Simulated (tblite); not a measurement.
C₃H₄ClFOSi.
Atom-mapped SMILES: `[O:1]=[C:2]([Cl:3])/[C:4]([F:5])=[CH:6]/[SiH3:7]` (hydrogens: H8 on C6; H9, H10, H11 on Si7)

Computed geometry: GFN2-xTB, gas phase.

Q: What internal coordinates does the optimisation give?

A: 
| bond | length (Å) | order |
| --- | --- | --- |
| O1=C2 | 1.192 | double |
| C2–Cl3 | 1.758 | single |
| C2–C4 | 1.470 | single |
| C4–F5 | 1.345 | single |
| C4=C6 | 1.332 | double |
| C6–Si7 | 1.894 | single |
| C6–H8 | 1.079 | single |
| Si7–H9, Si7–H10, Si7–H11 | 1.461 | single |

Bonds in one row agree within 0.01 Å and their mean is given. Orders are formal, as drawn. A selection of angles:
| angle | degrees |
| --- | --- |
| O1–C2–Cl3 | 121.0 |
| O1–C2–C4 | 125.6 |
| Cl3–C2–C4 | 113.4 |
| C2–C4–F5 | 115.8 |
| C2–C4–C6 | 123.6 |
| F5–C4–C6 | 120.6 |
| C4–C6–Si7 | 123.3 |
| C4–C6–H8 | 115.6 |
| Si7–C6–H8 | 121.1 |
| C6–Si7–H9 | 106.2 |
| C6–Si7–H10 | 107.0 |
| C6–Si7–H11 | 108.6 |
| H9–Si7–H10 | 111.5 |

Dihedral angles: O1–C2–C4–F5 180° (antiperiplanar); C2–C4–C6–Si7 180° (antiperiplanar). The mirror-image conformer, all signs reversed, is as good.

The 2 C–C bonds span 1.332 Å (C4=C6, drawn double) to 1.470 Å (C2–C4, drawn single), a spread of 0.138 Å. Si7 (SiH3 silicon) is tetrahedral (angles from 106.2° to 111.8°). Of the pairs four or more bonds apart, O1···H8 is among the closest relative to their van der Waals radii: 2.58 Å, 95 % of the sum of Bondi's values. The 7 heavy atoms lie in one plane (0.005 Å rms).

Its lowest GFN2-xTB frequency is 13i cm⁻¹, too small to tell a flat minimum from a shallow saddle. The numbers are those of one conformer.
